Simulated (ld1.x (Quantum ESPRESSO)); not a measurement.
PBE PAW dataset for Ti (Z = 22), scalar-relativistic all-electron reference.

The input file (ld1.x (Quantum ESPRESSO) 7.5):

```
&input
   title='Ti', zed=22., rel=1, dft='PBE', iswitch=3,
   config='[Ar] 3d2 4s2 4p0',
   nld=3, rlderiv=3.75, eminld=-5.0, emaxld=5.0, deld=0.02
 /
 &inputp
   pseudotype=3, lpaw=.true., tm=.true., lloc=-1, rcloc=2.15,
   nlcc=.true., new_core_ps=.true., rcore=1.35,
   which_augfun='BESSEL', rmatch_augfun=1.55,
   file_pseudopw='Ti.UPF', file_wfcaegen='ae.wfc', file_wfcncgen='nc.wfc', file_beta='beta', file_chi='chi', file_wfcusgen='us.wfc'
 /
6
4S  1  0   2.00   0.00  2.90  3.45  0.0
4S  1  0   0.00   2.40  2.90  3.45  0.0
3P  2  1   6.00   0.00  1.50  1.70  0.0
4P  3  1   0.00   0.00  1.50  1.70  0.0
3D  3  2   2.00   0.00  1.50  1.60  0.0
3D  3  2   0.00   2.35  1.50  1.60  0.0
 &test
   configts(1)='3p6 3d2 4s2 4p0'
 /
```

Command:

```bash
ld1.x < Ti.in > Ti.out
```

Output (shortened: banner, matrices, multipoles, cross overlaps and the repeated all-electron block are left out):

```
Program LD1 v.7.5
     --------------------------- All-electron run ----------------------------

     Ti
     scalar relativistic calculation

     atomic number is 22.00
     dft =PBE   lsd =0 sic =0 latt =0  beta=0.20 tr2=1.0E-14
     Exchange-correlation= PBE
                           (   1   4   3   4   0   0   0)
     mesh =1177 r(mesh) = 100.37945 a.u. xmin = -7.00 dx = 0.01250
     1 Ry =  13.60569312 eV, c = 137.03599908

     n l     nl                  e(Ry)          e(Ha)          e(eV)
     1 0     1S 1( 2.00)      -357.8563      -178.9282     -4868.8833
     2 0     2S 1( 2.00)       -39.4641       -19.7321      -536.9370
     2 1     2P 1( 6.00)       -32.6525       -16.3262      -444.2596
     3 0     3S 1( 2.00)        -4.6035        -2.3017       -62.6334
     3 1     3P 1( 6.00)        -2.8562        -1.4281       -38.8608
     3 2     3D 1( 2.00)        -0.3130        -0.1565        -4.2588
     4 0     4S 1( 2.00)        -0.3283        -0.1641        -4.4667
     4 1     4P 1( 0.00)        -0.1078        -0.0539        -1.4663

     final scf error:  4.3E-15 reached in  24 iterations

     Etot =   -1707.131133 Ry,    -853.565567 Ha,  -23226.702321 eV

     Ekin =    1721.499962 Ry,     860.749981 Ha,   23422.200193 eV
     Encl =   -4058.485530 Ry,   -2029.242765 Ha,  -55218.508665 eV
     Eh   =     713.696309 Ry,     356.848154 Ha,    9710.332963 eV
     Exc  =     -83.841874 Ry,     -41.920937 Ha,   -1140.726812 eV

     normalization and overlap integrals

     s(1S/1S) =  1.000000  <r> =   0.0696  <r2> =    0.0065  r(max) =   0.0455
     s(2S/2S) =  1.000000  <r> =   0.3249  <r2> =    0.1249  r(max) =   0.2682
     s(2P/2P) =  1.000000  <r> =   0.2899  <r2> =    0.1037  r(max) =   0.2196
     s(3S/3S) =  1.000000  <r> =   1.0069  <r2> =    1.1699  r(max) =   0.8685
     s(3P/3P) =  1.000000  <r> =   1.0860  <r2> =    1.3907  r(max) =   0.9016
     s(3D/3D) =  1.000000  <r> =   1.6171  <r2> =    3.5729  r(max) =   0.9841
     s(4S/4S) =  1.000000  <r> =   3.5139  <r2> =   14.2499  r(max) =   2.9196
     s(4P/4P) =  1.000000  <r> =   4.8655  <r2> =   27.9402  r(max) =   3.7960

     ------------------------ End of All-electron run ------------------------

     --------------------- Generating PAW atomic setup --------------------

      Generating local potential from pseudized AE potential:
      Matching radius rcloc =   2.1500

      Local pseudo, rcloc= 2.136 Estimated cut-off energy=     5.39 Ry

      Computing core charge for nlcc:

       r > 1.36 : true rho core
      Core charge pseudized with two Bessel functions
      Integrated core pseudo-charge :   2.70
      Wfc-us  4S rcutus= 3.435  Estimated cut-off energy=     3.96 Ry
      Wfc-us  4S rcutus= 3.435  Estimated cut-off energy=    10.23 Ry
      Wfc-us  3P rcutus= 1.706  Estimated cut-off energy=    28.75 Ry
      Wfc-us  4P rcutus= 1.706  Estimated cut-off energy=    53.04 Ry
      Wfc-us  3D rcutus= 1.582  Estimated cut-off energy=    45.51 Ry
      Wfc-us  3D rcutus= 1.582  Estimated cut-off energy=    78.35 Ry

     Required augmentation: BESSEL   radius:    1.550000
     Suggested rho cutoff for augmentation:  40.65 Ry

     Estimated PAW energy = -145.970694 Ryd

     ------------------- End of pseudopotential generation -------------------

     Computing logarithmic derivative in   3.77246
     Computing logarithmic derivative in   3.77246
     Computing the partial wave expansion
     R is outside the sphere for l=    0 j= 0.00
     R is outside the sphere for l=    0 j= 0.00
     R is outside the sphere for l=    1 j= 0.00
     R is outside the sphere for l=    1 j= 0.00
     R is outside the sphere for l=    2 j= 0.00
     R is outside the sphere for l=    2 j= 0.00

     ---------------------- Testing the pseudopotential ----------------------

     Ti
     scalar relativistic calculation

     atomic number is 22.00   valence charge is 10.00
     dft = SLA  PW   PBX  PBC   lsd =0 sic =0 latt =0  beta=0.20 tr2=1.0E-14
     mesh =1177 r(mesh) = 100.37945 xmin = -7.00 dx = 0.01250

     n l     nl             e AE (Ry)        e PS (Ry)    De AE-PS (Ry)
     2 1     3P   1( 6.00)       -2.85621       -2.85621       -0.00000
     3 2     3D   1( 2.00)       -0.31302       -0.31302        0.00000
     1 0     4S   1( 2.00)       -0.32830       -0.32830        0.00000
     3 1     4P   1( 0.00)       -0.10777       -0.10777       -0.00000

     eps = 2.4E-16  iter =  4

     Etot =   -1707.131133 Ry,    -853.565567 Ha,  -23226.702321 eV
     Etotps =  -145.970693 Ry,     -72.985347 Ha,   -1986.032456 eV

     Ekin =     103.415994 Ry,      51.707997 Ha,    1407.046284 eV
     Encl =    -225.937226 Ry,    -112.968613 Ha,   -3074.032556 eV
     Ehrt =      60.392413 Ry,      30.196207 Ha,     821.680643 eV
     Ecxc =     -83.841875 Ry,     -41.920938 Ha,   -1140.726827 eV
     (Ecc =      -3.045075 Ry,      -1.522537 Ha,     -41.430351 eV)

     ---------------------- End of pseudopotential test ----------------------
```

Generation and configuration tests took about 4.4 s on one core of a shared server CPU.

Transferability test of the new file with ld1.x, input:

```
&input
   title='Ti', zed=22., rel=1, dft='PBE', iswitch=2,
   config='[Ar] 3d2 4s2 4p0'
 /
 &test
   file_pseudo='Ti.UPF', nconf=8,
   configts(1)='3p6 3d2 4s2 4p0',
   configts(2)='3p6 3d2 4s1 4p0',
   configts(3)='3p6 3d2 4s0 4p0',
   configts(4)='3p6 3d1 4s0 4p0',
   configts(5)='3p6 3d2 4s0 4p2',
   configts(6)='3p5 3d2 4s2 4p0',
   configts(7)='3p6 3d3 4s0 4p0',
   configts(8)='3p6 3d0 4s0 4p0'
 /
```

```bash
ld1.x < Ti.test.in > Ti.test.out
```

Pseudopotential blocks of its output, shortened (energy terms left out; the distinct warnings before each block abridged to one line each):

```
     ---------------------- Testing the pseudopotential ----------------------

     n l     nl             e AE (Ry)        e PS (Ry)    De AE-PS (Ry)
     2 1     3P   1( 6.00)       -2.85621       -2.85621       -0.00000
     3 2     3D   1( 2.00)       -0.31302       -0.31302        0.00000
     1 0     4S   1( 2.00)       -0.32830       -0.32830        0.00000
     3 1     4P   1( 0.00)       -0.10777       -0.10777       -0.00000

     eps = 2.4E-16  iter =  4

     Etot =   -1707.131133 Ry,    -853.565567 Ha,  -23226.702321 eV
     Etotps =  -145.970693 Ry,     -72.985347 Ha,   -1986.032456 eV

     ---------------------- End of pseudopotential test ----------------------

          ---------------------- Testing the pseudopotential ----------------------

     n l     nl             e AE (Ry)        e PS (Ry)    De AE-PS (Ry)
     2 1     3P   1( 6.00)       -3.39209       -3.39520        0.00311
     3 2     3D   1( 2.00)       -0.83550       -0.83727        0.00177
     1 0     4S   1( 1.00)       -0.76075       -0.75750       -0.00326
     3 1     4P   1( 0.00)       -0.48549       -0.48548       -0.00001

     eps = 9.8E-15  iter = 15

     Etot =   -1706.591160 Ry,    -853.295580 Ha,  -23219.355615 eV
     Etotps =  -145.432137 Ry,     -72.716068 Ha,   -1978.705025 eV
     dEtot_ae =       0.539973 Ry
     dEtot_ps =       0.538556 Ry,   Delta E=       0.001417 Ry

     ---------------------- End of pseudopotential test ----------------------

          ---------------------- Testing the pseudopotential ----------------------

     n l     nl             e AE (Ry)        e PS (Ry)    De AE-PS (Ry)
     2 1     3P   1( 6.00)       -4.02515       -4.03183        0.00668  !
     3 2     3D   1( 2.00)       -1.44648       -1.45135        0.00486
     1 0     4S   1( 0.00)       -1.24186       -1.23270       -0.00916  !
     3 1     4P   1( 0.00)       -0.91224       -0.91183       -0.00041

     eps = 1.6E-15  iter =  9

     Etot =   -1705.593615 Ry,    -852.796807 Ha,  -23205.783316 eV
     Etotps =  -144.440346 Ry,     -72.220173 Ha,   -1965.211020 eV
     dEtot_ae =       1.537519 Ry
     dEtot_ps =       1.530347 Ry,   Delta E=       0.007171 Ry

     ---------------------- End of pseudopotential test ----------------------

          ---------------------- Testing the pseudopotential ----------------------

     n l     nl             e AE (Ry)        e PS (Ry)    De AE-PS (Ry)
     2 1     3P   1( 6.00)       -5.21266       -5.23602        0.02336  !
     3 2     3D   1( 1.00)       -2.54976       -2.56999        0.02023  !
     1 0     4S   1( 0.00)       -1.94362       -1.94462        0.00101
     3 1     4P   1( 0.00)       -1.53584       -1.54052        0.00469

     eps = 8.1E-15  iter =  8

     Etot =   -1703.612957 Ry,    -851.806479 Ha,  -23178.835094 eV
     Etotps =  -142.447876 Ry,     -71.223938 Ha,   -1938.102087 eV
     dEtot_ae =       3.518176 Ry
     dEtot_ps =       3.522817 Ry,   Delta E=      -0.004641 Ry

     ---------------------- End of pseudopotential test ----------------------

          ---------------------- Testing the pseudopotential ----------------------

     n l     nl             e AE (Ry)        e PS (Ry)    De AE-PS (Ry)
     2 1     3P   1( 6.00)       -3.04438       -3.04941        0.00504  !
     3 2     3D   1( 2.00)       -0.48476       -0.48798        0.00323
     1 0     4S   1( 0.00)       -0.43039       -0.42313       -0.00727  !
     3 1     4P   1( 2.00)       -0.18992       -0.18980       -0.00013

     eps = 9.5E-15  iter = 18

     Etot =   -1706.669001 Ry,    -853.334501 Ha,  -23220.414691 eV
     Etotps =  -145.515305 Ry,     -72.757653 Ha,   -1979.836590 eV
     dEtot_ae =       0.462132 Ry
     dEtot_ps =       0.455388 Ry,   Delta E=       0.006745 Ry

     ---------------------- End of pseudopotential test ----------------------

          ---------------------- Testing the pseudopotential ----------------------

     n l     nl             e AE (Ry)        e PS (Ry)    De AE-PS (Ry)
     2 1     3P   1( 5.00)       -3.88201       -3.87565       -0.00636  !
     3 2     3D   1( 2.00)       -1.23972       -1.23448       -0.00524  !
     1 0     4S   1( 2.00)       -0.89058       -0.89932        0.00873  !
     3 1     4P   1( 0.00)       -0.57505       -0.57421       -0.00084

     eps = 9.8E-15  iter = 17

     Etot =   -1703.782791 Ry,    -851.891396 Ha,  -23181.145807 eV
     Etotps =  -142.623507 Ry,     -71.311753 Ha,   -1940.491662 eV
     dEtot_ae =       3.348342 Ry
     dEtot_ps =       3.347187 Ry,   Delta E=       0.001155 Ry

     ---------------------- End of pseudopotential test ----------------------

          ---------------------- Testing the pseudopotential ----------------------

     n l     nl             e AE (Ry)        e PS (Ry)    De AE-PS (Ry)
     2 1     3P   1( 6.00)       -3.08246       -3.08160       -0.00086
     3 2     3D   1( 3.00)       -0.58982       -0.58812       -0.00170
     1 0     4S   1( 0.00)       -0.66089       -0.65155       -0.00934  !
     3 1     4P   1( 0.00)       -0.41316       -0.41233       -0.00083

     eps = 4.0E-15  iter = 10

     Etot =   -1706.587642 Ry,    -853.293821 Ha,  -23219.307744 eV
     Etotps =  -145.435123 Ry,     -72.717561 Ha,   -1978.745647 eV
     dEtot_ae =       0.543491 Ry
     dEtot_ps =       0.535571 Ry,   Delta E=       0.007921 Ry

     ---------------------- End of pseudopotential test ----------------------

          BEWARE! Errors in PS-KS equations
     Warning: n=1, l=0 expected 0 nodes, found 3
     Warning: n=2, l=1 expected 0 nodes, found 1
     Warning: n=3, l=1 expected 1 nodes, found 2
     ---------------------- Testing the pseudopotential ----------------------

     n l     nl             e AE (Ry)        e PS (Ry)    De AE-PS (Ry)
     2 1     3P   1( 6.00)       -6.57173       -6.57173        0.00000
     3 2     3D   1( 0.00)       -3.84145       -3.84145        0.00000
     1 0     4S   1( 0.00)       -2.73793       -2.73793        0.00000
     3 1     4P   1( 0.00)       -2.25938       -2.25938        0.00000

     eps = 5.9E-30  iter =  3

     Etot =   -1700.431524 Ry,    -850.215762 Ha,  -23135.549495 eV
     Etotps =  -108.753538 Ry,     -54.376769 Ha,   -1479.667263 eV
     dEtot_ae =       6.699609 Ry
     dEtot_ps =      37.217155 Ry,   Delta E=     -30.517546 Ry

     ---------------------- End of pseudopotential test ----------------------
```
